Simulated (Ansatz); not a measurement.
Basis-set extrapolation for B$_{2}$H$_{7}$PSi$_{2}$ (PBE0-D4/def2-TZVP geometry, frozen core, Ansatz 0.2.0). Multiplicity 1, RHF reference.

```csv
,def2-TZVPP,def2-QZVPP
HF,-972.002428,-972.031652
MP2 correlation,-0.645119,-0.687437
CCSD(T) correlation,-0.740258,not run
```

Energies in hartree. Use E(X) = E(∞) + A·exp(−7.88·√X) for Hartree–Fock and E(X) = E(∞) + B·X^(−2.97) for correlation, with X = 3 and 4, and add CCSD(T) minus MP2 of the smaller set to the MP2 limit.

Question: What is the CCSD(T) energy at the basis-set limit?

Answer: HF limit: -972.031652 + (-0.029224) × 0.13774 = -972.03568. MP2 limit: -0.687437 + (-0.042318) × 0.74074 = -0.71878. Higher-order term: -0.740258 − (-0.645119) = -0.09514. Total: -972.84960 hartree, 67.1 kcal/mol below CCSD(T)/def2-TZVPP.
